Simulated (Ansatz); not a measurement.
Molecule: PbBr2, net charge 0, singlet state. 
Geometry from a B3LYP-D3(BJ)/def2-TZVP (Ansatz, an electronic-structure program) optimisation:
```xyz
3

Pb    -0.0040    -0.0060     0.7755
Br     1.1391    -1.6707    -0.9155
Br    -1.1297     1.6847    -0.9014
```

Basis-set convergence of Hartree-Fock and CCSD(T) correlation energies (hartree) with Ansatz. Correlated levels leave the core frozen unless marked. No spin-orbit coupling. Frozen are the shells of the preceding noble gas and the d and f shells that filled before the atom's block. In def2 rows, elements after Kr have scalar-relativistic effective core potentials.

| basis | functions | E(HF) | E(corr, CCSD(T)) |
|---|---|---|---|
| def2-SVP | 90 | -5336.15844 | -0.32613 |
| def2-TZVPP | 146 | [?] | [?] |

**Question.** What belongs in the gaps?

**Answer.** 
- def2-TZVPP, E(HF): -5336.79821
- def2-TZVPP, E(corr, CCSD(T)): -0.43848
